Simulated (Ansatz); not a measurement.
`[OH][Ti]12345678([F])([C@H]9[C@@H]1[C@@H]2[C@@H]3[C@H]94)[C@H]1[C@@H]5[C@@H]6[C@@H]7[C@H]18`, relaxed with RKS PBE0-D4/def2-TZVP in the Gaussian-basis code of Ansatz from a GFN2-xTB geometry. The force threshold is 0.005 eV/Å; the program also tests the step.

Total charge 0; spin multiplicity 1.

Start:

```xyz
24

O     0.939    0.974    1.698
Ti    0.279   -0.087    0.481
F     0.668   -1.572    1.360
C    -1.727    0.976    1.285
C    -1.793   -0.368    1.699
C    -1.887   -1.177    0.542
C    -1.865   -0.336   -0.579
C    -1.738    0.999   -0.124
C     0.683    0.441   -1.819
C     0.956   -0.936   -1.681
C     2.064   -1.073   -0.824
C     2.457    0.212   -0.405
C     1.595    1.153   -1.015
H     0.816    0.855    2.646
H    -1.745    1.844    1.932
H    -1.856   -0.721    2.720
H    -2.038   -2.248    0.536
H    -2.056   -0.642   -1.600
H    -1.830    1.890   -0.733
H    -0.005    0.881   -2.530
H     0.492   -1.738   -2.242
H     2.563   -2.000   -0.573
H     3.316    0.445    0.210
H     1.713    2.229   -0.982
```

```tsv
step	energy (eV)	largest force (eV/Å)	largest move (Å)
1	-38415.5186	2.803	0.000
2	-38415.8320	1.426	0.183
3	-38415.9986	0.814	0.130
4	-38416.0408	0.399	0.107
5	-38416.0511	0.301	0.093
6	-38416.0557	0.085	0.059
7	-38416.0568	0.038	0.015
8	-38416.0571	0.016	0.013
9	-38416.0574	0.016	0.015
10	-38416.0575	0.015	0.024
11	-38416.0576	0.013	0.015
12	-38416.0576	0.006	0.004
13	-38416.0576	0.003	0.002
```

End:

```xyz
24

O     1.017    1.009    1.689
Ti    0.263   -0.156    0.441
F     0.642   -1.750    1.256
C    -1.722    0.977    1.244
C    -1.785   -0.348    1.709
C    -1.909   -1.196    0.587
C    -1.901   -0.400   -0.565
C    -1.768    0.953   -0.160
C     0.708    0.523   -1.807
C     0.943   -0.871   -1.727
C     2.059   -1.071   -0.894
C     2.487    0.178   -0.427
C     1.651    1.168   -0.993
H     0.531    1.099    2.511
H    -1.602    1.863    1.847
H    -1.705   -0.673    2.735
H    -1.923   -2.274    0.614
H    -1.970   -0.753   -1.582
H    -1.730    1.816   -0.807
H    -0.066    1.002   -2.387
H     0.374   -1.645   -2.221
H     2.445   -2.028   -0.579
H     3.260    0.353    0.303
H     1.700    2.226   -0.788
```

Run time 21 s (11 threads of an AMD EPYC 7R13 on a shared host and a whole NVIDIA H100 80 GB); peak host memory 1.4 GiB.
